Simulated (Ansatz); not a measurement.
Program: Ansatz. Geometries: PBE0-D4/def2-TZVP. ΔE: electronic, gas phase. CCSD(T)/CBS is the MP2 limit (def2-TZVPP, def2-QZVPP) plus CCSD(T) − MP2 in def2-TZVPP, frozen cores. This one scheme is used for every species. Functionals use def2-TZVPP. One conformer a species, not always the lowest.

Consider the formal hydrolysis of the Si–C bond: `BC([SiH3])[SiH2]F` + H₂O → `O[SiH2]F` + `BC[SiH3]`.

Is it downhill or uphill in electronic energy at CCSD(T)/CBS, and by how much? (An estimate is asked.)

Computed: Downhill: ΔE = -0.89 eV.

What do these levels give: B97M-V, PBE0-D4, BHLYP-D4, B2PLYP, r2SCAN0, RPA@PBE/def2-TZVPP, MP2/def2-SVP, MP2/def2-TZVPP, CCSD(T)/def2-TZVPP, MP2/def2-QZVPP, SCS-MP2/def2-QZVPP, MP2/CBS(def2)? (Best estimate.)

Ansatz gave: B97M-V -0.98, PBE0-D4 -0.85, BHLYP-D4 -1.00, B2PLYP -1.04, r2SCAN0 -0.97, RPA@PBE/def2-TZVPP -0.92, MP2/def2-SVP -0.91, MP2/def2-TZVPP -0.92, CCSD(T)/def2-TZVPP -0.92, MP2/def2-QZVPP -0.90, SCS-MP2/def2-QZVPP -0.96, MP2/CBS(def2) -0.88 eV.

What do rigid-rotor, harmonic-oscillator terms from PBE0-D4/def2-TZVP frequencies (298.15 K, 1 bar) make of the CCSD(T)/CBS value? (Best estimate.)

Ansatz gave: ΔZPE = +0.04 eV, ΔH = -0.89 eV, ΔS = 15 J/(mol·K), ΔG = -0.94 eV.

Largest T1 diagnostic among the species: 0.012.

Leaving LDA and LC-ωPBE aside and taking each functional with its dispersion term where it has one, the values, not all of them listed here, spread over 0.24 eV, from B2PLYP to revPBE-D4. LDA lies +0.06 eV from PBE without D4. The D4 term adds +0.13 eV with B3LYP and +0.07 eV with PBE0; it sums over pairs of atoms, weighted by their polarisabilities, and B3LYP, whose exchange is more repulsive, gets the larger term. In def2-TZVPP, CCSD(T) changes the Hartree–Fock value by +0.29 eV (the triples alone add +0.04 eV) and MP2 by +0.30 eV.

B3LYP here is the variant with VWN-RPA as its local correlation; programs differ in this.
